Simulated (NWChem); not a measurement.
Everything below was run with NWChem. System: H3AlO3, charge 0, spin multiplicity 1, at a geometry optimised with B3LYP/def2-SVP. The structure started from a generated list of species. Level: RHF/def2-TZVP.

Job file:

```
start mol
memory heap 200 mb stack 900 mb global 1100 mb
geometry units angstroms nocenter noautoz
  Al     0.000040    -0.000019     0.000000
  O      1.468403     0.853971     0.000000
  H      1.529509     1.813168     0.000000
  O     -1.473673     0.844704     0.000000
  H     -2.335005     0.418214     0.000000
  O      0.005246    -1.698633     0.000000
  H      0.805163    -2.231466     0.000000
  symmetry group Cs
end
basis spherical
  * library def2-tzvp
end
scf
  rhf
  nopen 0
  maxiter 100
  thresh 1e-7
  semidirect memsize 60000000 filesize 0
end
task scf energy
```

Output (cleaned and shortened):

```
             Northwest Computational Chemistry Package (NWChem) 7.3.0
             --------------------------------------------------------

                                NWChem Input Module
                                -------------------

 Scaling coordinates for geometry "geometry" by  1.889725989
 (inverse scale =  0.529177249)

 Turning off AUTOSYM since
 SYMMETRY directive was detected!

                             Geometry "geometry" -> ""
                             -------------------------

 Output coordinates in angstroms (scale by  1.889725989 to convert to a.u.)

  No.       Tag          Charge          X              Y              Z
 ---- ---------------- ---------- -------------- -------------- --------------
    1 Al                  13.0000     0.00004000    -0.00001900     0.00000000
    2 O                    8.0000     1.46840300     0.85397100     0.00000000
    3 H                    1.0000     1.52950900     1.81316800     0.00000000
    4 O                    8.0000    -1.47367300     0.84470400     0.00000000
    5 H                    1.0000    -2.33500500     0.41821400     0.00000000
    6 O                    8.0000     0.00524600    -1.69863300     0.00000000
    7 H                    1.0000     0.80516300    -2.23146600     0.00000000

 Effective nuclear repulsion energy (a.u.)     161.3732837067

            Nuclear Dipole moment (a.u.)
            ----------------------------
        X                 Y               Z
 ---------------- ---------------- ----------------
    -0.0000094486     0.0000094486     0.0000000000

      Symmetry information
      --------------------

 Group name             Cs
 Group number              2
 Group order               2
 No. of unique centers     7

      Symmetry unique atoms

     1    2    3    4    5    6    7


 Summary of "ao basis" -> "" (spherical)
 ------------------------------------------------------------------------------
       Tag                 Description            Shells   Functions and Types
 ---------------- ------------------------------  ------  ---------------------
[...]
   Bfn.  Coefficient  Atom+Function         Bfn.  Coefficient  Atom+Function
  ----- ------------  ---------------      ----- ------------  ---------------
    82      0.352875  4 O  pz                85      0.323204  4 O  pz
    45     -0.249423  2 O  pz                88      0.235454  4 O  pz
    48     -0.229767  2 O  pz                51     -0.161599  2 O  pz

 Vector   21  Occ=0.000000D+00  E= 8.596845D-02  Symmetry=a'
              MO Center=  1.4D-04, -1.2D-04, -9.5D-15, r^2= 6.2D+00
   Bfn.  Coefficient  Atom+Function         Bfn.  Coefficient  Atom+Function
  ----- ------------  ---------------      ----- ------------  ---------------
     5      1.446159  1 Al s                 42     -0.637885  2 O  s
    79     -0.637782  4 O  s                116     -0.637903  6 O  s
    71      0.284795  3 H  s                108      0.284822  5 H  s
   145      0.284887  7 H  s

 Vector   22  Occ=0.000000D+00  E= 1.257072D-01  Symmetry=a"
              MO Center=  6.8D-05, -3.2D-05, -4.1D-16, r^2= 6.3D+00
   Bfn.  Coefficient  Atom+Function         Bfn.  Coefficient  Atom+Function
  ----- ------------  ---------------      ----- ------------  ---------------
    20      1.181408  1 Al pz                51     -0.251944  2 O  pz
    88     -0.251935  4 O  pz               125     -0.251947  6 O  pz

 Vector   23  Occ=0.000000D+00  E= 1.507261D-01  Symmetry=a'
              MO Center=  3.4D-01, -6.1D-01, -2.0D-14, r^2= 9.2D+00
   Bfn.  Coefficient  Atom+Function         Bfn.  Coefficient  Atom+Function
  ----- ------------  ---------------      ----- ------------  ---------------
   116     -1.173836  6 O  s                 79      1.147504  4 O  s
    19     -0.852309  1 Al py                18      0.786804  1 Al px
   145      0.762878  7 H  s                 71     -0.490828  3 H  s
   108     -0.271941  5 H  s                 26      0.243897  1 Al d -2
    50      0.244486  2 O  py               123     -0.229711  6 O  px

 center of mass
 --------------
 x =   0.00000872 y =   0.00000180 z =   0.00000000

 moments of inertia (a.u.)
 ------------------
         277.601239551045          -0.014110198910           0.000000000000
          -0.014110198910         277.582753168181           0.000000000000
           0.000000000000           0.000000000000         555.183992719226

  Mulliken analysis of the total density
  --------------------------------------

    Atom       Charge   Shell Charges
 -----------   ------   -------------------------------------------------------
    1 Al  13    11.96   2.00  0.65  1.34  0.45  0.05  2.93  2.28  0.83  0.67  0.12  0.31  0.19  0.15
    2 O    8     8.69   0.79  1.18  0.55  0.95  0.28  1.86  2.09  0.98  0.00  0.01  0.00
    3 H    1     0.65   0.24  0.33  0.03  0.05
    4 O    8     8.69   0.79  1.18  0.55  0.95  0.28  1.86  2.09  0.98  0.00  0.01  0.00
    5 H    1     0.65   0.24  0.33  0.03  0.05
    6 O    8     8.69   0.79  1.18  0.55  0.95  0.28  1.86  2.09  0.98  0.00  0.01  0.00
    7 H    1     0.65   0.24  0.33  0.03  0.05

       Multipole analysis of the density wrt the origin
       ------------------------------------------------

     L   x y z        total         open         nuclear
     -   - - -        -----         ----         -------
     0   0 0 0     -0.000000      0.000000     40.000000

     1   1 0 0     -0.000044      0.000000     -0.000009
     1   0 1 0     -0.000235      0.000000      0.000009
     1   0 0 1     -0.000000      0.000000      0.000000

     2   2 0 0    -20.646162      0.000000    153.782562
     2   1 1 0     -0.000822      0.000000      0.007112
     2   1 0 1      0.000000      0.000000      0.000000
     2   0 2 0    -20.643681      0.000000    153.795329
     2   0 1 1      0.000000      0.000000      0.000000
     2   0 0 2    -19.833667      0.000000      0.000000

 Task  times  cpu:       10.2s     wall:       10.2s

 Total times  cpu:       10.2s     wall:       10.2s
```
